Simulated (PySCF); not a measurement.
PySCF 2.14 output of an unrestricted HSE06 calculation on a single atom or ion in x2c-TZVPPall (6s5p4d2f1g, 64 functions), with the spin-free X2C one-electron Hamiltonian (Gaussian nucleus):

```
SCF conv_tol = 1e-09
number electrons alpha = 14  beta = 13
    J. Heyd, G. E. Scuseria, and M. Ernzerhof.,  J. Chem. Phys. 118, 8207 (2003)
    J. Heyd, G. E. Scuseria, and M. Ernzerhof.,  J. Chem. Phys. 124, 219906 (2006)
    A. V. Krukau, O. A. Vydrov, A. F. Izmaylov, and G. E. Scuseria.,  J. Chem. Phys. 125, 224106 (2006)
cycle= 1 E= -1793.18115678688  delta_E= -0.00669  |g|= 0.0995  |ddm|= 0.0836
cycle= 2 E= -1793.18046482328  delta_E= 0.000692  |g|= 0.127  |ddm|= 0.0473
cycle= 3 E= -1793.1823491013  delta_E= -0.00188  |g|= 0.00124  |ddm|= 0.0263
cycle= 4 E= -1793.18234930346  delta_E= -2.02e-07  |g|= 0.000112  |ddm|= 0.000295
cycle= 5 E= -1793.18234930758  delta_E= -4.12e-09  |g|= 2.34e-05  |ddm|= 6.45e-05
cycle= 6 E= -1793.1823493075  delta_E= 8.07e-11  |g|= 7.02e-06  |ddm|= 2e-05
converged SCF energy = -1793.1823493075  <S^2> = 0.75035732  2S+1 = 2.0003573
```

The run itself started from symmetry-adapted Hartree-Fock orbitals and held the occupation by maximum overlap, on a logarithmic radial grid, so the iterations belong to that start.

Q: Which element, charge and spin multiplicity is this?

A: Zn³⁺ (zinc, charge +3), multiplicity 2; the state was [Ar] 3d9, 2D determinant.
